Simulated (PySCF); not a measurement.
C₃H₆AlCl, SMILES [AlH]([Cl])[CH2]C=C. Atoms are numbered in the order given.

```xyz
11

Al     0.6970     0.0103     0.4353
C     -0.2176    -1.7196     0.1699
C     -0.5857    -1.1284    -1.1434
C      0.2793    -0.8567    -2.1532
H     -1.0719    -1.9948     0.7972
H      0.5220    -2.5310     0.1050
H     -1.6009    -0.7192    -1.2264
H      1.3060    -1.2378    -2.1527
H     -0.0426    -0.3003    -3.0361
Cl    -0.4275     1.6891     1.0846
H      2.2376     0.1617     0.1756
```
Charge 0, spin multiplicity 1.

Geometry: B3LYP-D3(BJ)/def2-SVP. The structure was generated by enumeration; whether it is a known compound was not checked. The values are those of a single conformer.

Two levels are set side by side: PBE/pcSseg-1 (PySCF) and HF/pcSseg-1 (PySCF). GIAO shifts against HCl (³⁵Cl), TMS (¹H), TMS (¹³C) at the same level; non-relativistic, no solvent, atoms listed together averaged. Without spin–orbit terms, shifts of atoms bonded to Cl or Br come out too high at both levels. Differences are taken from unrounded values.

| quantity | HF | PBE | PBE minus HF |
|---|---|---|---|
| δ(¹³C) of C2 (ppm) | 17.0 | 29.9 | 13.0 |
| δ(¹³C) of C3 (ppm) | 148.4 | 142.9 | -5.5 |
| δ(¹³C) of C4 (ppm) | 121.3 | 118.9 | -2.3 |
| δ(¹H) of H7 (ppm) | 6.79 | 6.64 | -0.16 |
| δ(³⁵Cl) of Cl10 (ppm) | -79.1 | -12.7 | 66.4 |
| δ(¹H) of H11 (ppm) | 4.01 | 4.56 | 0.55 |

Rough cost on one machine, each run with all the roots and properties that it gave: HF against PBE within a factor of 2.
